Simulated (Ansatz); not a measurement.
```yaml
crystal:
  periodic: [false, false, false]
  atoms:
    - {symbol: C, position_ang: [-2.496724, 2.661734, 0.203016]}
    - {symbol: B, position_ang: [-0.490278, -0.334403, 1.595330]}
    - {symbol: C, position_ang: [2.943337, 0.101348, 3.334361]}
    - {symbol: O, position_ang: [-1.859884, -3.389510, 1.200885]}
    - {symbol: S, position_ang: [1.139731, -2.328073, -7.167672]}
    - {symbol: H, position_ang: [-3.534212, 4.067707, 2.265026]}
    - {symbol: H, position_ang: [-4.541358, 1.926926, -1.383476]}
    - {symbol: H, position_ang: [-0.912597, 4.385580, -1.132874]}
    - {symbol: H, position_ang: [3.023246, 2.291086, 4.900884]}
    - {symbol: H, position_ang: [4.811302, 0.485213, 1.417992]}
    - {symbol: H, position_ang: [3.731875, -2.019293, 4.800680]}
    - {symbol: H, position_ang: [-0.550791, -5.110178, 2.166372]}
    - {symbol: H, position_ang: [-0.428023, 0.574519, -7.373726]}
    - {symbol: H, position_ang: [-0.867653, -3.384356, -4.755838]}
basis:
  gaussian: {orbitals: "6-31++G**"}
hamiltonian: {xc: {name: wB97M-V}}
```

```sh
$ ansatz run in.yaml --threads 4 --pin off --events-out ev --progress --plain --max-ram 10444MiB
```

Output, abridged:

```
Functional definition: wB97M-V
1541 factors; their error is unknown
395 factors; integrals over basis functions are off by at most 6.5e-5 eV
mean field evaluation 1: about -15673.0328 eV, gradient 9.3e1 eV
mean field evaluation 2: about -15020.7623 eV, gradient 2.2e2 eV
mean field evaluation 4: about -15478.3026 eV, gradient 1.1e2 eV
mean field evaluation 8: about -15709.2783 eV, gradient 1.5e1 eV
mean field evaluation 16: about -15710.5176 eV, gradient 5.8e-5 eV
mean field -15710.51760163 eV, -577.3508728886 hartree, gradient 1.0e-5 eV, S^2 0.000000; 6 other end points of the search recorded, 0 dependent functions left out
reference -15710.51779434 eV, -577.3508799705 hartree; 25, 25 occupied and 128, 128 virtual orbitals, 1541 factors
Total energy: -15710.51779434 eV, -577.3508799705 hartree
```

Q: What is wrong with this run?

A: The geometry is stretched to more than twice its size. Self-consistency was reached. The result belongs to that input, not to the molecule as meant.
